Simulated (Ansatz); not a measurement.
CHCl, SMILES [CH]Cl (connectivity only; charge and spin as stated), neutral, multiplicity 1.

Geometry optimised at ωB97X-D3(BJ)/def2-TZVPD. The isomer is the one that the SMILES or the coordinates give; other isomers of the formula were not compared.

Two levels are set side by side: PBE/def2-TZVPD (Ansatz, a program for electronic structure) and CAM-B3LYP/def2-TZVPD (Ansatz). Energy differences of separate SCF runs at the same geometry; the states with an electron removed or added have multiplicity 2 and 2. Differences are taken from unrounded values.

| quantity | PBE |
|---|---|
| vertical ionisation energy (eV) | 9.54 |
| vertical electron affinity (eV) | 0.97 |
| vertical singlet–triplet gap (eV) | 0.41 |

These are the PBE values. What does CAM-B3LYP give? (The exact figures need the calculation; the answer reports its results.)


| quantity | CAM-B3LYP | PBE minus CAM-B3LYP |
|---|---|---|
| vertical ionisation energy (eV) | 9.84 | -0.30 |
| vertical electron affinity (eV) | 1.05 | -0.08 |
| vertical singlet–triplet gap (eV) | 0.45 | -0.04 |
